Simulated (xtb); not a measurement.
O3Te, SMILES O=[Te+2]([O-])[O-]. All values are semi-empirical tight-binding results from xtb (GFN2-xTB unless named), good for trends rather than for accurate numbers. Geometry optimised at GFN2-xTB.

Optimised geometry:

Bonded distances (Å): Te1–O2 1.733, Te1–O3 1.733, Te1–O4 1.733. Angles (°): O2–Te1–O3 120.0, O2–Te1–O4 120.0, O3–Te1–O4 120.0.
Charge 0, spin multiplicity 1.

```yaml
point_group_as_xtb_finds_it: D3h
orbital_gap: 4.41 eV
zero_point_energy: 4.3 kcal/mol
G − E(el) at 298.15 K (modified RRHO): -12.9 kcal/mol
static polarisability (D4 model): 53.1 bohr³
solvation energy, GFN2-xTB/ALPB(water): 3.4 kcal/mol
solvation energy, GFN2-xTB/ALPB(acetone): -4.3 kcal/mol
```

Task: Give the atomic charges and the Wiberg bond orders between heavy atoms. (An estimate is asked for; the answer gives what the named calculation found.)

Result: charges (e) Te1 0.46, O2 -0.15, O3 -0.15, O4 -0.15. Bond orders Te1–O2 1.76, Te1–O3 1.76, Te1–O4 1.76.
